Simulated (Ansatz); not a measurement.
Cartesian coordinates (Å):
```xyz
10

C     -1.3796    -0.0110    -0.0295
B      0.0792     0.1304    -0.5530
C      1.3331    -0.0654     0.3478
H     -1.7405     1.0164     0.1246
H     -1.4741    -0.5248     0.9279
H     -2.0658    -0.4514    -0.7543
H      0.2459     0.4047    -1.7083
H      2.1524     0.6150     0.1105
H      1.7147    -1.0700     0.1143
H      1.1348    -0.0438     1.4200
```
Charge 0, spin multiplicity 1.

The numbers are results of frozen-core CCSD(T)/cc-pVQZ // CAM-B3LYP-D3(BJ)/def2-TZVP (Ansatz, a program for electronic structure), not measurements.

| Item | Value |
|---|---|
| HF energy | -104.53883 Ha |
| MP2 correlation energy | -0.49253 Ha |

Task: Estimate the CCSD correlation energy, the (T) correction, the total energy and the T1 diagnostic.

Result: 
| Item | Value |
|---|---|
| CCSD correlation energy | -0.52821 Ha |
| (T) correction | -0.01939 Ha |
| CCSD(T) total energy | -105.08642 Ha |
| T1 diagnostic | 0.010 |
